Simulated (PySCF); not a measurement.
## Spectroscopy problems

Level of theory: shieldings: GIAO PBE0/pcSseg-1, coordinates at the GFN2-xTB level, in PySCF (single conformer, no solvent, non-relativistic, one averaged value for each set of equivalent atoms).

δ = σ(ref) − σ, references computed at the same level: TMS for 1H (31.72 ppm) and 13C (186.93 ppm). Splittings of carbon signals by F and P are missing where no couplings were computed. Where no couplings were computed, multiplicities follow the n + 1 count of equivalent neighbours, and m marks all less simple cases (inequivalent or close neighbours, rings, F or P nearby). Shifts are as computed. Against solution values, carbons near 30 ppm lie about +3 ppm off and those near 130 ppm about +5 ppm. Of 1309 compounds with measured shifts, 239 miss one by over three times the rms of a fit or turn the order of signals round; such compounds aren't used in these exercises. OH and NH positions are gas-phase values without hydrogen bonding to other molecules.

Question: C$_{2}$H$_{12}$NPSi$_{3}$. 1H NMR (400 MHz, computed): δ 5.56 (m, 1H), 5.13 (m, 1H), 4.30 (m, 1H), 4.14 (m, 1H), 4.08 (m, 1H), 3.32 (m, 1H), 2.58 (m, 1H), 1.02 (m, 2H), 0.89 (m, 1H), 0.72 (m, 1H), 0.05 (br s, 1H). 13C{1H} NMR (computed): δ 44.8, 14.4. Give a structure.

Answer: `InChI=1S/C2H12NPSi3/c4-7-5-2-1-3-6-7/h3,7H,1-2,4-6H2/t7-/m1/s1`. 2 carbon signals for 2 carbons: no two carbons are equivalent. Carbon types of the structure: 2 × CH2, leaving 8 H on heteroatoms. δC 44.8: sp3 CH2 bonded to N; the inductive effect lowers its shielding. δH 3.32, 2.58: hydrogen on an sp3 CH2 bonded to N; its carbon carries N, hence the downfield position. δH 0.89, 0.72: hydrogen on an sp3 CH2 bonded to Si; an electropositive neighbour shields it, as in TMS itself. δH 0.05: hydrogen on a nitrogen bonded to C, Si, in a 6-membered ring; labile proton, position sensitive to the medium.

The data come from this structure; uniqueness wasn't tested.

Question: C$_{5}$H$_{7}$ClF$_{2}$Si$_{2}$. 1H NMR (400 MHz, computed): δ 6.57 (m, 1H), 5.69 (m, 1H), 5.21 (m, 1H), 3.18 (m, 1H), 3.01 (m, 1H), 1.96 (m, 1H), 0.59 (m, 1H). 13C{1H} NMR (computed): δ 110.7 (CH), 99.8 (C), 76.1 (C), 5.2 (CH), 0.8 (CH). Identify the compound.

Answer: SMILES FC(F)C#C[C@@H]1[SiH2][C@@H]1[SiH2]Cl. The formula gives 3 degrees of unsaturation (1 ring in the answer). 5 carbon signals for 5 carbons: no two carbons are equivalent. Carbon types of the structure: 2 × C, 3 × CH, leaving 4 H on heteroatoms. δC 110.7: propargylic sp3 CH bonded to 2 F; 2 electronegative neighbours deshield it. δC 99.8, 76.1: alkyne carbon; the triple bond shields along its axis, which puts it between sp3 and sp2 carbons. δC 5.2, 0.8: three-membered-ring carbon; carbons of three-membered rings are unusually shielded. δH 6.57: hydrogen on a propargylic sp3 CH bonded to 2 F; its carbon carries F, an electronegative neighbour.

The data come from this structure; uniqueness wasn't tested.
